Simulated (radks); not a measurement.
The nuclear charge of the molybdenum ion Mo+ is varied continuously with 41 electrons held in [Kr] 4d5. All-electron calculation, Dirac Kohn-Sham, PBE, spin-unpolarised, spherical densities, point nucleus; open shells are shared between the two j in proportion to 2j + 1. Program: a radial shooting solver on a logarithmic mesh with Libxc functionals. By the Hellmann-Feynman theorem dE/dZ = E(electron-nucleus)/Z, the electronic potential at the nucleus.

| Z | E (hartree) | E(electron-nucleus)/Z (hartree) | HOMO | e(HOMO) (eV) | <r> HOMO (bohr) |
|---|---|---|---|---|---|
| 41 | -3820.06411 | -225.073 | 4d5/2 | -1.859 | 2.444 |
| 41.2 | -3865.23159 | -226.601 | 4d5/2 | -3.197 | 2.292 |
| 41.4 | -3910.70437 | -228.126 | 4d5/2 | -4.729 | 2.169 |
| 41.6 | -3956.48183 | -229.648 | 4d5/2 | -6.438 | 2.066 |
| 41.8 | -4002.56348 | -231.168 | 4d5/2 | -8.308 | 1.978 |
| 42 | -4048.94892 | -232.686 | 4d5/2 | -10.329 | 1.902 |
| 42.2 | -4095.63788 | -234.203 | 4d5/2 | -12.488 | 1.834 |
| 42.4 | -4142.63013 | -235.719 | 4d5/2 | -14.779 | 1.774 |
| 42.6 | -4189.92553 | -237.235 | 4d5/2 | -17.195 | 1.719 |
| 42.8 | -4237.52399 | -238.750 | 4d5/2 | -19.729 | 1.670 |
| 43 | -4285.42544 | -240.265 | 4d5/2 | -22.376 | 1.625 |

The central difference of E at Z = 42 is -232.686 hartree, to compare with the third column; the second derivative is -7.59 hartree.
